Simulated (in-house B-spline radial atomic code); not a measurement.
PBE hybrid excitations of the aluminium ion Al³⁺

Method: PBE hybrid with 0.8 exact exchange. Computed with a B-spline radial code for spherical atoms: linear response of the closed shell [He] 2s2 2p6 with the functional's adiabatic kernel; non-relativistic, point nucleus, no spin-orbit coupling, no double excitations, S, P, D and F terms only. Only terms of natural parity with L up to 3 were computed.

Command:
```bash
python run_td.py task.json out
```
Settings (radii: box in bohr, nucleus in fm):
```
Z                        13
electrons                10
configuration            [He] 2s2 2p6
hamiltonian              nr
method                   pbeh
box_radius               23.08
exact_exchange_fraction  0.8
intervals                51
```

Run time, properties included: 0.1 s on 1 thread of Intel(R) Xeon(R) 6975P-C (Granite Rapids) (shared host).

The lowest states, in the order of their Tamm-Dancoff energies; the method's threshold (minus the highest occupied level) is 119.26 eV. Labels give the largest channel, * marks a mixed state, and oscillator strengths are full-response dipole values. Semilocal kernels can invert the small singlet-triplet splittings of Rydberg terms. Energies in eV:

```
     state  full response  Tamm-Dancoff  oscillator strength
2p → 3s 3P          77.49         77.52                    -
2p → 3s 1P              ?             ?                    ?
2p → 3p 3S          83.87         83.96                    -
2p → 3p 3D          85.23         85.27                    -
2p → 3p 1D              ?             ?                    -
2p → 3p 1S          89.66         90.00                    -
2p → 3d 3P          95.12         95.12                    -
2p → 3d 3F          95.41         95.42                    -
2p → 3d 1F          95.68         95.68                    -
2p → 3d 1P          96.48         96.53                0.759
2p → 4s 3P         100.02        100.03                    -
2p → 4s 1P         100.28        100.28               0.0418
2p → 4p 3S         102.22        102.24                    -
2p → 4p 3D         102.63        102.64                    -
2p → 4p 1D         102.83        102.83                    -
2p → 4p 1S         104.07        104.19                    -
2p → 4d 3P         106.00        106.00                    -
2p → 4d 3F         106.10        106.11                    -
2p → 4d 1F         106.23        106.23                    -
2p → 4d 1P         106.62        106.64                0.308
2p → 4f 3D         106.85        106.85                    -
2p → 4f 1D         106.86        106.86                    -
```

Question: Where does 2p → 3s 1P lie?

Answer: At 78.45 eV in full response, 78.47 eV in Tamm-Dancoff, oscillator strength 0.241.

Question: Where does 2p → 3p 1D lie?

Answer: At 85.90 eV in full response, 85.91 eV in Tamm-Dancoff.

Question: How large is the singlet-triplet splitting of 2p → 3s (P terms) in Tamm-Dancoff?

Answer: 0.94 eV, from the unrounded values.

Question: What polarisabilities and dispersion coefficient does the method give?

Answer: Dipole 0.2665 bohr³, quadrupole 0.2178 bohr⁵, C6 0.2461 hartree·bohr⁶ for two such species.
